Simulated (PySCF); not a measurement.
Tb⁵⁹⁺ (terbium, charge +59): Hartree-Fock from Schrödinger to Dirac-Coulomb-Breit

Occupied: 1s1/2, 2s1/2, 2p1/2. Hartree-Fock calculated with PySCF 2.14 in an even-tempered Gaussian basis (16 s from 13 bohr⁻², ratio 2.7; 13 p from 16 bohr⁻², ratio 2.7), Gaussian nucleus throughout. NR is non-relativistic, sf-X2C the spin-free one-electron X2C Hamiltonian, X2C adds the bare one-electron spin-orbit term, X2C-SNSO screens it by Boettger's factors, DC is four-component Dirac-Coulomb, and the Gaunt and Breit terms are added at first order (total energies over the DC spinors, levels after relaxing the spinors in that mean field). QED terms are absent. Levels marked empty are virtual spinors of this ion.

| Hamiltonian | E (hartree) | E − E(DC) (hartree) | CPU seconds |
| --- | --- | --- | --- |
| X2C | -6538.5339 | 1.3169 | 0.26 |
| X2C-SNSO | -6537.0106 | 2.8402 | 0.26 |
| DC | -6539.8508 | 0.0000 | 11 |
| DC+Gaunt | -6533.0511 | 6.7997 | 22 |
| DC+Breit | -6533.4020 | 6.4488 | 64 |

| level (eV) | X2C | X2C-SNSO | DC | DC+Gaunt | DC+Breit |
| --- | --- | --- | --- | --- | --- |
| 1s1/2 | -58212.8 | -58214.4 | -58257.6 | -58121.0 | -58125.4 |
| 2s1/2 | -13897.2 | -13897.7 | -13903.5 | -13889.5 | -13890.7 |
| 2p1/2 | -13698.6 | -13678.2 | -13683.7 | -13654.8 | -13658.1 |
| 2p3/2 (empty) | -12563.5 | -12571.2 | -12572.2 | -12558.2 | -12561.5 |
| 3s1/2 (empty) | -5804.0 | -5804.0 | -5805.5 | -5801.6 | -5802.1 |

Weight of the small component: 1s1/2 0.0590, 2s1/2 0.0140, 2p1/2 0.0140, 2p3/2 0.0129, 3s1/2 0.00583.

Koopmans' value for the highest occupied level at DC+Breit: 13658.1 eV, against an ionisation energy of 13658 ± 7 eV (theoretical estimate listed by NIST; NIST Atomic Spectra Database, ionization energies); the former lacks relaxation, correlation, QED and recoil.

The whole ladder took 100 s of wall time on 1 thread of Neoverse-N1 (shared host), launched as `OMP_NUM_THREADS=1 python relrun2.py TASK.json OUT` (a driver that calls PySCF for each Hamiltonian).
